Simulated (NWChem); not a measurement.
Molecule: NbOClF₂; SMILES [O]=[Nb]([F])([F])[Cl]

def2 effective core potentials on Nb; no spin-orbit coupling.

### Question
Give the equilibrium geometry at PBE0/def2-SVP with def2 effective core potentials on Nb (NWChem) as a Z-matrix, with the point group.

### Answer
point group Cs; any orientation.
```
Nb
O 1 1.6762
F 1 1.8534 2 107.34
F 1 1.8534 2 107.34 3 -120.24
Cl 1 2.2918 2 108.04 3 119.88
```
